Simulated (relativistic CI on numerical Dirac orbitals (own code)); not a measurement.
Computed by Dirac-Coulomb-Breit CI, separate exchange-only KLI orbitals for each configuration, model QED, unscaled Slater integrals (own radial code, finite nucleus).

CI space (outside the closed core [Ar] 3d10): 4s2 4p6 4d9, 4s2 4p5 4d10, 4s2 4p6 4d8 4f, 4s 4p6 4d10, 4s2 4p5 4d9 4f, 4s 4p6 4d9 4f, 4s2 4p6 4d8 5s, 4s2 4p6 4d7 4f 5s, 4s2 4p6 4d8 5p, 4s2 4p6 4d8 5d, 4s2 4p5 4d9 5s, 4s2 4p6 4d7 5s 5p, 4s2 4p6 4d8 5f, 4s2 4p5 4d9 5p, 4s2 4p6 4d8 5g, 4p6 4d10 4f, 4s2 4p6 4d8 6s, 4s 4p6 4d8 4f 5s, 4s2 4p6 4d8 6p, 4s2 4p5 4d9 5d, 4s 4p6 4d9 5s, 4p6 4d9 4f2, 4p5 4d10 4f2, 4p6 4d8 4f3, 4p5 4d9 4f3, 4p6 4d8 4f2 5s, 4s2 4p6 4d7 5s2, 4s2 4p6 4d6 4f 5s2, 4s2 4p5 4d7 4f 5s2, 4s 4p6 4d7 4f 5s2. Double excitations out of closed p, d and f shells are left out; levels of such configurations are missing from the list, as are those of other unlisted configurations, and high levels can miss mixing partners. These lack a partner that the ground configuration has and come out too high: 4s2 4p6 4d8 5p, 4s2 4p6 4d8 5d, 4s2 4p5 4d9 5s, 4s2 4p6 4d8 5f, 4s2 4p5 4d9 5p.

At this charge energies of transitions that change n are usually good to better than 1 %, and those within a shell (Δn = 0) to a few per cent.

Outline of the computed level scheme of Re XXXI. Lowest level of each configuration: 4s2 4p6 4d9 2D_5/2 at 0.000 eV; 4s2 4p5 4d10 2P°_3/2 at 185.962 eV; 4s2 4p6 4d8 4f 4F°_5/2 at 195.995 eV.

Some strong electric-dipole decays among the lowest 45 levels: 4s2 4p6 4d8 4f 4G°_7/2 → 4s2 4p6 4d9 2D_5/2 (4.7e+10 s⁻¹); 4s2 4p6 4d8 4f 4F°_5/2 → 4s2 4p6 4d9 2D_5/2 (4.3e+10 s⁻¹); 4s2 4p5 4d10 2P°_3/2 → 4s2 4p6 4d9 2D_5/2 (4.0e+10 s⁻¹); 4s2 4p6 4d8 4f 2P°_3/2 → 4s2 4p6 4d9 2D_5/2 (3.7e+10 s⁻¹); 4s2 4p6 4d8 4f 4F°_5/2 → 4s2 4p6 4d9 2D_5/2 (1.5e+10 s⁻¹); 4s2 4p6 4d8 4f 4D°_1/2 → 4s2 4p6 4d9 2D_3/2 (1.3e+10 s⁻¹); 4s2 4p6 4d8 4f 2D°_3/2 → 4s2 4p6 4d9 2D_5/2 (7.1e+09 s⁻¹); 4s2 4p5 4d10 2P°_3/2 → 4s2 4p6 4d9 2D_3/2 (5.8e+09 s⁻¹).

LS names give the leading component of a level, which can be under half, so a name can repeat, a term be missing and a line seem to break the LS rules.
